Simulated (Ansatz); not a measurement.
`CC(=S)[SiH2]O` + `C[SiH](N)O` → `C[SiH](O)N[SiH2]O` + `CC=S`  (ligand exchange at the Si–C bond)

Program: Ansatz. Geometries: PBE0-D4/def2-TZVP. ΔE: electronic, gas phase. CCSD(T)/CBS is the MP2 limit (def2-TZVPP, def2-QZVPP) plus CCSD(T) − MP2 in def2-TZVPP, frozen cores. Functionals use def2-TZVPP. One conformer a species, not always the lowest.

```
        level  ΔE (kcal/mol)
       r2SCAN          -16.0
HF/def2-QZVPP          -20.5
```

Task: What does CCSD(T)/CBS give? (Best estimate.)

Result: Ansatz gave: -16.8 kcal/mol. The listed levels differ from it by 0.8, -3.7 kcal/mol.

Largest T1 diagnostic among the species: 0.016.

From PBE to PBE0 (25 % exact exchange), in def2-TZVPP and without D4, ΔE moves by −1.4 kcal/mol. In def2-TZVPP, CCSD(T) changes the Hartree–Fock value by +2.8 kcal/mol (the triples alone add +0.7 kcal/mol) and MP2 by +3.1 kcal/mol.
